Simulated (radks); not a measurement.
Values are calculated unless marked as measured or tabulated.
Question: Spherical quantum dot in the effective-mass picture: electrons in a hard-walled sphere of radius 9.27, with a point charge +1 (a donor) at the centre, all in effective atomic units (hartree* = m*/eps^2 hartree, bohr* = eps/m* bohr), one dielectric constant everywhere. Level of theory: non-relativistic Kohn-Sham, PBE, spin-polarised, spherical densities (a radial shooting solver with Libxc functionals). Levels are named by radial order and angular momentum (1s, 1p, 1d, 2s, ...), and open shells are averaged over m. At N = 3 the configuration is 1s2 1p(up 1, down 0). Does electron 4 go into 1p down or 2s up or 1p up?

Answer: Into 1p up. The total energies of the other choices lie higher by 0.0104 hartree* (2s up), 0.0216 hartree* (1p down).
